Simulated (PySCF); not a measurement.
Ga(Me)2 (C2H6Ga), SMILES [Ga]([CH3])[CH3], multiplicity 2.

The structure is a stationary point at B3LYP-D3(BJ)/def2-SVP. The spin state was assumed, not searched. The isomer is the one that the SMILES or the coordinates give; other isomers of the formula were not compared.

Level of theory: PySCF with C-PCM-B3LYP/def2-SVP.

The values are the electrostatic part of the solvation free energy, E(continuum) − E(gas) at the gas-phase geometry, in a cavity of scaled van der Waals radii (PySCF's table); cavitation and dispersion terms are not included. A continuum can't describe solvent molecules that bind to the metal. The dipole moment in vacuum is 0.57 D.

Question: Estimate the values in water (ε = 78.36), chlorobenzene (ε = 5.70), chloroform (ε = 4.71). (Estimate from the structure and the level; the computed values follow.)

Answer: 
| solvent | ε | ΔG(elec) (kcal/mol) | dipole (D) |
|---|---|---|---|
| water | 78.36 | -1.4 | 0.73 |
| chlorobenzene | 5.70 | -1.2 | 0.69 |
| chloroform | 4.71 | -1.1 | 0.68 |
